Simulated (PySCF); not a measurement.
Start geometry of `S([Si](F)(F)F)CC` from a GFN2-xTB structure with every atom displaced at random (by about 0.01 Å) (Å):
```
atom  x, y, z in Å
C1    -1.535    0.176   -0.169
C2    -0.818   -0.857    0.618
S3     0.513   -0.138    1.651
Si4    1.942    0.462    0.193
F5     3.346    0.684    0.791
F6     1.576    1.801   -0.598
F7     2.088   -0.603   -0.971
H8    -1.923    0.981    0.483
H9    -0.909    0.673   -0.893
H10   -2.398   -0.260   -0.681
H11   -0.377   -1.611   -0.015
H12   -1.464   -1.336    1.346
```

Problem. What comes out of this run: PBE0-D3(BJ)/def2-SVP geometry optimisation, gas phase in PySCF?

Solution. 
```
atom  x, y, z in Å
C1    -1.6195    0.1657   -0.0607
C2    -0.7012   -0.8586    0.5716
S3     0.6200   -0.1251    1.6313
Si4    1.9143    0.5056    0.1224
F5     3.2996    0.9621    0.7754
F6     1.3655    1.7350   -0.7515
F7     2.1964   -0.6605   -0.9427
H8    -2.0787    0.8105    0.7026
H9    -1.0795    0.8129   -0.7672
H10   -2.4255   -0.3438   -0.6121
H11   -0.2227   -1.5089   -0.1752
H12   -1.2457   -1.5139    1.2671
```

The energy falls by 0.187 eV over 8 energy and gradient evaluations, the largest force component goes from 0.0484 to 3.1e-04 Eh/bohr, and the atoms move by 0.160 Å rms after alignment. The bond that changes most is Si4–F5 (fluorine-bound silicon to silicon-bound fluorine), which lengthens by 0.056 Å. Bonds longer at the end by more than 0.005 Å: 9 of 11; shorter: 2. Among the angles that change most is C2–S3–Si4, from 102.3° to 98.6°. Rotational constants go from 2721, 1259, 1124 to 2640, 1266, 1137 MHz. The orientation of the end geometry is arbitrary; only internal coordinates are fixed.

The run used 131 basis functions and 54 SCF cycles in all.

No PBE0-D3(BJ)/def2-SVP frequencies stand behind this structure, so it isn't proved a minimum. The numbers are those of one conformer.
